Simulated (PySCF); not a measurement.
CH6O2SeSi, singlet, geometry from GFN2-xTB. Base run: M062X/6-31G run with PySCF.

Here is a job for PySCF.
```python
from pyscf import gto, scf, dft, solvent

mol = gto.M(
    atom='''
C     2.290361   -0.007370   -0.374175
Si    0.558702   -0.671504   -0.006738
O    -0.021605   -1.758948   -1.063470
O     0.632502   -1.385841    1.437354
Se   -0.993089    1.051903   -0.000751
H     2.970347   -0.827354   -0.576008
H     2.677377    0.545651    0.474142
H     2.289903    0.654744   -1.234381
H    -0.267465   -1.501753   -1.947900
H    -0.090390   -1.920461    1.758506
H    -0.265904    1.888055    0.899476
''',
    basis='6-31g',
    charge=0,
    spin=0,
    verbose=3,
)

mf = dft.RKS(mol)
mf.xc = 'm062x'
mf.kernel()
mf.analyze()
```

Base: dipole (D) 1.43; HOMO-LUMO gap (eV) 9.61.

A changed run: ΔE vs base (kJ/mol) -48.5; dipole (D) 1.78; HOMO-LUMO gap (eV) 9.82.

Question: Name the change that produced these shifts.
A. model = IEF-PCM; solvent = 2-propanol
B. model = IEF-PCM; solvent = tetrahydrofuran; r_probe = 0.5
C. model = IEF-PCM; solvent = n-hexane
D. model = IEF-PCM; solvent = tetrahydrofuran; vdw_scale = 1.0

Answer: A, model = IEF-PCM; solvent = 2-propanol

The base is the gas phase, so ΔE is the electrostatic part of solvation at a fixed geometry, without cavity and dispersion terms.
